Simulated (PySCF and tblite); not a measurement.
The numbers below are computed, except where a source is named.
## Conformers and averaged properties: C₅H₇BrO, numbered as in [O:1]=[C:2]1[CH2:3][CH2:4][C@H:5]([Br:6])[CH2:7]1

The ensemble was built from 60 distance-geometry starts (ETKDG, MMFF94s, GFN2-xTB) and rests on GFN2-xTB geometries. Free energies are PBE0-D3(BJ)/pcSseg-1 single points with GFN2-xTB rigid-rotor and vibrational terms (modes under about 100 cm⁻¹ blended into free rotors). Symmetry numbers and mirror images are counted. Conformers within 3 kcal/mol (GFN2-xTB free energy) were kept, 10 at most. GIAO shieldings: PBE0/pcSseg-1. Couplings: B3LYP/6-31G* with pcJ-1 on H (gas phase; spin-dipole term only for pairs with B, N, F, Si or P). Couplings are for ¹H. H–H couplings come out 0.1 to 0.9 Hz lower than with pcJ-1 on all atoms. Shifts are against TMS (¹H), TMS (¹³C) at the same level; of two unlike H on one atom, a is the less shielded. Run with PySCF (density fitting) and tblite.

The 5-ring runs over atoms 2–3–4–5–7.

```tsv
conformer	shape	symmetry	E(GFN2) kcal/mol	E(DFT) kcal/mol	G(298.15 K) kcal/mol	weight %	dipole D
1	5-ring twist (ring torsions 31, -37, 29, -10, -13°)	C1	0.00	0.00	0.00	81.7	3.11
2	5-ring twist (ring torsions -31, 39, -32, 13, 11°)	C1	0.40	1.05	0.89	18.3	1.94
```

Weights (%) against temperature:

```
 T (K)     1     2  S(mix) cal/mol/K
   150  96.7   3.3              0.29
   200  92.1   7.9              0.55
   250  86.7  13.3              0.78
298.15  81.7  18.3              0.94
   400  72.8  27.2              1.16
```

Averaged shifts at 298.15 K. ¹H: 4.76 (H5, 1H), 2.85 (H3a, 1H), 2.66 (H7a, 1H), 2.62 (H7b, 1H), 2.42 (H4a, 1H), 2.33 (H4b, 1H), 2.18 (H3b, 1H) ppm. ¹³C: 218.5 (C2), 62.5 (C5), 52.7 (C7), 38.4 (C3), 38.2 (C4) ppm.

Averaged couplings (Hz): ²J(H3a,H3b) -20.5, ³J(H3a,H4b) 10.8, ³J(H3a,H4a) 10.0, ³J(H3b,H4b) 8.9, ³J(H3b,H4a) 2.9, ²J(H4b,H4a) -14.6, ³J(H4b,H5) 6.0, ³J(H4a,H5) 3.2, ³J(H5,H7b) 7.7, ³J(H5,H7a) 2.6, ²J(H7b,H7a) -21.6.

Coordinates of conformer 1 (Å):

```xyz
14

O     0.715   -2.345   -0.768
C     0.370   -1.260   -0.395
C    -0.984   -0.620   -0.622
C    -1.021    0.581    0.319
C     0.437    1.017    0.410
Br    0.906    2.103   -1.173
C     1.223   -0.283    0.400
H    -1.022   -0.298   -1.666
H    -1.792   -1.332   -0.465
H    -1.357    0.274    1.313
H    -1.675    1.377   -0.034
H     0.652    1.659    1.264
H     1.324   -0.674    1.416
H     2.224   -0.199   -0.022
```

Spin–orbit effects of the heavy atoms on shieldings are missing. At a carbon that bears Br the missing effect is some 10 ppm, beside I tens of ppm. Shifts are unscaled: against experiment ¹³C can be off by 15 ppm or more and ¹H by 0.8 ppm.

Search and properties took 82 s on 1 thread of Arm Neoverse V2, on a host shared with other jobs (rough), launched as `OMP_NUM_THREADS=1 python ens_run.py task.json out`.
